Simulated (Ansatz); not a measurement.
Program: Ansatz. Geometries: PBE0-D4/def2-TZVP. ΔE: electronic, gas phase. CBS: MP2 limit from def2 TZ/QZ plus the TZ coupled-cluster correction, frozen cores. One conformer a species, not always the lowest.

Reaction (redistribution): `[NH2][AlH][SiH2]S` + `OCS[SiH3]` → `OCS[SiH2]S` + `[NH2][AlH][SiH3]`

```
             level  ΔE (kJ/mol)
    MP2/def2-QZVPP        -18.1
SCS-MP2/def2-QZVPP        -14.8
```

**Question.** What does CCSD(T)/CBS give? (An estimate is asked.)

**Answer.** Ansatz gave: -17.3 kJ/mol. The listed levels differ from it by -0.8, 2.5 kJ/mol.

Largest T1 diagnostic among the species: 0.013.

The D4 term adds −4.8 kJ/mol with B3LYP and −2.7 kJ/mol with PBE0; it sums over pairs of atoms, weighted by their polarisabilities, and B3LYP, whose exchange is more repulsive, gets the larger term. In def2-TZVPP, CCSD(T) changes the Hartree–Fock value by −10.8 kJ/mol (the triples alone add −2.2 kJ/mol) and MP2 by −11.8 kJ/mol.

B3LYP here is the variant with VWN-RPA as its local correlation; programs differ in this.
